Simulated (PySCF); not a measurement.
Species: C9H17 (charge +1).
SMILES with atom numbers: `[CH3:1][CH2:2][CH2:3][C@H:4]1[CH2:5][CH2:6][C+:7]([CH3:8])[CH2:9]1` (hydrogens: H10, H11, H12 on C1; H13, H14 on C2; H15, H16 on C3; H17 on C4; H18, H19 on C5; H20, H21 on C6; H22, H23, H24 on C8; H25, H26 on C9)

Method: PySCF, PBE0-D3(BJ)/def2-SVP geometry optimisation, gas phase; density fitting, grid level 1; the optimiser is geomeTRIC in internal coordinates, started from a GFN2-xTB structure.

Step 0: E = -9585.3210 eV
```
atom  x, y, z in Å  |  force x, y, z in eV/Å
C1      3.6210   -0.3498    0.1658   -0.574  -0.172   0.078
C2      2.1104   -0.5399    0.1356    0.324   0.543  -0.363
C3      1.4528    0.4168   -0.8554   -0.353  -0.376   0.417
C4     -0.0740    0.4390   -0.8330    0.214  -0.344   0.132
C5     -0.7700   -0.9031   -1.1036   -0.148   0.567   0.179
C6     -2.1612   -0.7140   -0.4901    0.874  -0.352  -0.117
C7     -2.0043    0.2840    0.5603   -0.175   0.088   0.101
C8     -3.0620    0.7034    1.4590   -0.018  -0.374   0.024
C9     -0.6688    0.8319    0.5374    0.199   0.154  -0.790
H10     4.0759   -1.0295    0.8807    0.270  -0.254   0.275
H11     4.0483   -0.5502   -0.8132    0.241  -0.066  -0.407
H12     3.8772    0.6682    0.4486    0.168   0.419   0.115
H13     1.7206   -0.3627    1.1470   -0.121  -0.062   0.305
H14     1.8875   -1.5753   -0.1276   -0.161  -0.359   0.002
H15     1.8125    1.4295   -0.6599    0.151   0.342  -0.033
H16     1.7741    0.1523   -1.8643    0.120   0.026  -0.369
H17    -0.4130    1.1717   -1.5730   -0.149   0.202  -0.170
H18    -0.8058   -1.1447   -2.1623   -0.017  -0.156  -0.361
H19    -0.2507   -1.7104   -0.5878    0.166  -0.308   0.155
H20    -2.8521   -0.2868   -1.2319   -0.386   0.300  -0.151
H21    -2.6521   -1.6306   -0.1527   -0.396  -0.204   0.198
H22    -3.4203    1.6895    1.1394   -0.038   0.405  -0.210
H23    -3.9107    0.0237    1.4643   -0.302  -0.202  -0.011
H24    -2.6892    0.8644    2.4722    0.204   0.108   0.338
H25    -0.5844    1.8796    0.8298   -0.044   0.336   0.284
H26    -0.0828    0.2654    1.2877   -0.049  -0.260   0.373
```

Q: Estimate the geometry and energy of step 1. (The exact step hangs on the optimiser's Hessian estimate; all steps are aligned on step 0, rigid shifts and turns removed.)

A: E = -9585.4224 eV, largest force 0.167 eV/Å
```
atom  x, y, z in Å  |  force x, y, z in eV/Å
C1      3.6499   -0.3586    0.1428    0.080   0.025  -0.002
C2      2.1389   -0.5097    0.1378   -0.093  -0.091   0.038
C3      1.4560    0.4294   -0.8463    0.074   0.029  -0.074
C4     -0.0682    0.4255   -0.8254   -0.003   0.064  -0.009
C5     -0.7617   -0.9175   -1.0897    0.048  -0.089  -0.076
C6     -2.1548   -0.7278   -0.4984   -0.137  -0.013   0.093
C7     -2.0237    0.2791    0.5547    0.121  -0.046  -0.079
C8     -3.0862    0.6930    1.4565   -0.029   0.078   0.021
C9     -0.6807    0.8321    0.5272   -0.078   0.056   0.041
H10     4.1188   -1.0505    0.8575   -0.007   0.014  -0.016
H11     4.0743   -0.5684   -0.8519   -0.015   0.004   0.021
H12     3.9478    0.6649    0.4217    0.004  -0.029  -0.010
H13     1.7618   -0.3274    1.1653    0.024  -0.008  -0.034
H14     1.8770   -1.5580   -0.0950    0.017   0.052   0.025
H15     1.8070    1.4613   -0.6659   -0.037  -0.028  -0.016
H16     1.7847    0.1853   -1.8719   -0.019   0.016   0.042
H17    -0.4245    1.1576   -1.5742    0.015  -0.035   0.030
H18    -0.7864   -1.1878   -2.1543    0.010   0.006   0.034
H19    -0.2488   -1.7352   -0.5566   -0.012   0.036  -0.009
H20    -2.8417   -0.2272   -1.2280    0.048   0.016   0.056
H21    -2.7282   -1.6163   -0.1756    0.026   0.032  -0.052
H22    -3.4147    1.6969    1.1077    0.018  -0.053   0.013
H23    -3.9534    0.0228    1.4662   -0.010  -0.020  -0.002
H24    -2.7001    0.8740    2.4739    0.004   0.009  -0.022
H25    -0.5865    1.8738    0.8754    0.017  -0.037   0.006
H26    -0.1780    0.2113    1.3196   -0.065   0.011  -0.021
```

The energy changes by -0.1013 eV. The first-order estimate −F·Δx gives -0.1948 eV and the mean of the old and new forces, exact on a quadratic surface, -0.0972 eV. The step makes an angle of 72° with the force vector and moves no atom by more than 0.114 Å.

The cost below is that of the whole optimisation. Cost: about 10 min of CPU time on one thread; the machine was shared, so the figure is rough.
